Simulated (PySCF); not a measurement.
Br³⁺ (bromine, charge +3) across methods

[Ar] 3d10 4s2 4p2, high-spin 3P determinant. All numbers are calculated (PySCF 2.14, no relativity, point nucleus, in dyall-av2z).

| method | E (hartree) | mean ε 4s α (eV) | mean ε 4s β (eV) | mean ε 4p α (eV) | Σ⟨r²⟩ (bohr²) | ⟨S²⟩ |
| --- | --- | --- | --- | --- | --- | --- |
| UHF | -2570.00762 | -62.312 | -55.617 | -46.454 | 20.46 | 2.007 |
| r2SCAN | -2571.592 | -54.977 | -51.895 | -41.234 | 20.27 | 2.003 |
| PBE0 | -2571.327 | -56.405 | -53.079 | -42.331 | 20.30 | 2.002 |
| BP86 | -2571.893 | -54.225 | -52.005 | -40.725 | 20.25 | 2.001 |
| PBEsol | -2569.577 | -54.137 | -51.750 | -40.649 | 20.27 | 2.001 |
| B97-3 | -2571.411 | -56.355 | -53.071 | -42.219 | 20.28 | 2.002 |
| LDA | -2568.058 | -54.312 | -52.258 | -40.702 | 20.28 | 2.001 |
| B3LYP | -2571.652 | -55.941 | -53.148 | -41.909 | 20.32 | 2.002 |
| PBE | -2571.247 | -54.123 | -51.772 | -40.678 | 20.30 | 2.001 |
